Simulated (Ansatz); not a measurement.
Basis sets compared for Ge(vinyl)Cl3 (C2H3Cl3Ge). Total charge 0; singlet. Geometry PBE0-D4/def2-SVP. Ansatz on 2 threads of AMD EPYC 7R13 on a shared host; times are rough, and most runs start from earlier orbitals.

Cartesian coordinates in Å:
```
Ge 0.229 0.494 1.095
C -0.681 -0.079 -0.492
C -0.046 -0.729 -1.469
H -1.749 0.154 -0.560
H 1.022 -0.964 -1.407
H -0.574 -1.050 -2.373
Cl 2.286 -0.110 1.033
Cl -0.657 -0.340 2.859
Cl 0.169 2.624 1.316
```

Binding counts from free atoms (Ge triplet, C triplet, H doublet, Cl doublet) in the same basis, without a counterpoise term.

| level | functions | energy (Eh) | HOMO (eV) | LUMO (eV) | binding per atom (eV) | wall time |
| --- | --- | --- | --- | --- | --- | --- |
| PBE-D4/def2-SVP | 129 | -3534.0066 | -7.48 | -2.18 | 3.86 | 1.8 s |
| PBE-D4/def2-TZVP (with forces) | 239 | -3534.8368 | -7.64 | -2.37 | 3.84 | 4.7 s |
| PBE0-D4/def2-SVP | 129 | -3534.1861 | -8.79 | -1.24 | 3.79 | 2.7 s |
| PBE0-D4/def2-TZVP | 239 | -3535.0092 | -8.87 | -1.39 | 3.77 | 8.5 s |

Estimate the rows for PBE-D4/def2-TZVPD, PBE0-D4/def2-TZVPD.


```csv
level,functions,energy (Eh),HOMO (eV),LUMO (eV),binding per atom (eV),wall time
PBE-D4/def2-TZVPD,293,-3534.8397,-7.69,-2.43,3.84,15 s
PBE0-D4/def2-TZVPD,293,-3535.0115,-8.89,-1.45,3.77,11 s
```
